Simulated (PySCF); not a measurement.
SMILES O=Cc1ccccc1B(O)O (GFN2-xTB optimised geometry):

```
18

O     -1.724    -2.669     0.013
C     -2.039    -1.498     0.003
C     -1.187    -0.313     0.000
C     -1.882     0.906    -0.002
C     -1.224     2.116    -0.002
C      0.162     2.128    -0.001
C      0.858     0.933     0.000
C      0.228    -0.313     0.000
B      1.226    -1.571    -0.003
O      2.547    -1.246    -0.015
O      0.902    -2.871     0.004
H     -3.117    -1.240    -0.004
H     -2.963     0.889    -0.003
H     -1.782     3.041    -0.003
H      0.698     3.065    -0.001
H      1.937     0.944     0.000
H      3.117    -2.017    -0.017
H     -0.050    -3.065     0.012
```

Computed with B3LYP/def2-SVP run with PySCF.

Question: What are the frontier orbital energies and the dipole moment?

Answer: HOMO-2 -7.61 eV, HOMO-1 -7.51 eV, HOMO -7.46 eV, LUMO -2.32 eV, LUMO+1 -0.88 eV; dipole moment 2.92 D.

Meta-Löwdin charges at B3LYP/def2-SVP: O1 -0.39, C2 0.27, C3 -0.04, C4 -0.08, C5 -0.10, C6 -0.07, C7 -0.07, C8 -0.08, B9 0.39, O10 -0.50, O11 -0.50, H12 0.06, H13 0.10, H14 0.11, H15 0.11, H16 0.12, H17 0.33, H18 0.33.
